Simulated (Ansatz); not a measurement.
## A ladder of methods for InCl (SMILES [Cl][In])

The species is InCl (2 atoms), meant as a singlet with charge 0. SMILES: `[Cl][In]`. Geometry: relaxed at PBE0-D4/def2-TZVP.

| atom | x (Å) | y (Å) | z (Å) |
| --- | --- | --- | --- |
| Cl | 0.0000 | 0.0000 | -0.0139 |
| In | 0.0000 | 0.0000 | 2.3996 |

Each level gives the energy change with the Cl1–In2 bond stretched from 2.414 to 5.964 Å (eV). The values are calculated.

```
                      level                    kind  program  value (eV)  less FCI/STO-3G  CPU time (all runs)
     HF/STO-3G (restricted)            Hartree–Fock   Ansatz        5.99            +0.23                1.1 s
  SVWN5/STO-3G (restricted)                     LDA   Ansatz        5.31            -0.45                  2 s
 revPBE/STO-3G (restricted)                     GGA   Ansatz        4.85            -0.91                3.7 s
  BHLYP/STO-3G (restricted)           global hybrid   Ansatz        5.81            +0.05                9.7 s
  HSE06/STO-3G (restricted)  range-separated hybrid   Ansatz        5.43            -0.33                 17 s
 B2PLYP/STO-3G (restricted)           double hybrid   Ansatz        5.06            -0.70                 15 s
    MP2/STO-3G (restricted)     perturbation theory   Ansatz        5.99            +0.23                1.6 s
CCSD(T)/STO-3G (restricted)   coupled cluster or CI   Ansatz        6.00            +0.24                1.8 s
                 FCI/STO-3G      exact in the basis   Ansatz        5.76             0.00                2.3 s
```

FCI/STO-3G is exact within its basis and frozen core, so for wave-function methods in that basis the difference is their error; functionals converge differently with the basis, so for them it is only a difference. All-electron rows without a relativistic Hamiltonian named are non-relativistic. The first shape isn't each level's own minimum. The values span 4.85 to 6.00 eV. All rows use very small basis sets, so none should be taken for the real molecule's value. In the correlated wave-function rows the outer d shell of In is correlated, in sets not made for it. Times are those of the runs behind each value, whatever else they computed, on shared processors of several kinds: orders of magnitude only.
